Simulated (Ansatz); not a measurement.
Reaction (formal exchange of groups at the Si–N bond): `C=CN(C)[SiH3]` + `COB(N)Br` → `NB(Br)O[SiH3]` + `C=CN(C)C`

Isolated molecules relaxed with PBE0-D4/def2-TZVP in Ansatz; ΔE leaves out vibrations. CBS: MP2 limit from def2 TZ/QZ plus the TZ coupled-cluster correction, frozen cores. For Br outer-core shells are correlated without core-valence functions, which leaves a few kJ/mol of doubt a bond. Scalar relativity is left out up to krypton. One conformer a species, not always the lowest.

```
        species  HF/def2-TZVPP energy (Eh)
`C=CN(C)[SiH3]`                 -462.29214
     `COB(N)Br`                -2767.40942
`NB(Br)O[SiH3]`                -3018.52710
     `C=CN(C)C`                 -211.20452
```

Problem. Work out ΔE.

Solution. ΔE = (-3018.52710) + (-211.20452) − (-462.29214) − (-2767.40942) = -0.03006 Eh = -18.9 kcal/mol. CCSD(T)/CBS gives -18.0 kcal/mol.

Largest T1 diagnostic among the species: 0.012.
